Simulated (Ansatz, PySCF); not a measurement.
Process, species as SMILES: FC(F)Cl [chloro(difluoro)methane] + 3 [H][H] (H2) -> C (CH4) + Cl (HCl) + 2 F (HF)
Geometries: B3LYP-D3(BJ)/def2-TZVP minima from Ansatz (a program for electronic structure).

Wanted: energy of full hydrogenation (enthalpy at 298 K, with B3LYP-D3(BJ) rigid-rotor harmonic-oscillator terms from PySCF), in kcal/mol. Cores are frozen in the correlated levels unless marked. Spin-orbit coupling is left out. No relativistic terms. Basis-set limits of correlation are two-point, X^-3; Hartree-Fock from the larger set. [CCSD(T)-MP2]/basis is that difference in the basis named.

| level | program | energy of full hydrogenation (kcal/mol) |
|---|---|---|
| revPBE/def2-TZVPD | Ansatz | -49.5 |
| B3LYP/def2-TZVPD | Ansatz | -51.6 |
| PBE0-D3(BJ)/def2-TZVPD | Ansatz + dftd3 | -52.1 |
| BHLYP-D3(BJ)/def2-TZVPD | Ansatz + dftd3 | -53.7 |

Problem. Estimate the value at RI-MP2/CBS(aug-cc-pV(T+d)Z,aug-cc-pV(Q+d)Z)+[CCSD(T)-MP2]/aug-cc-pV(T+d)Z as computed with Ansatz.

Solution. -54.9 kcal/mol, so BHLYP-D3(BJ)/def2-TZVPD differs from it by 1.2 kcal/mol.
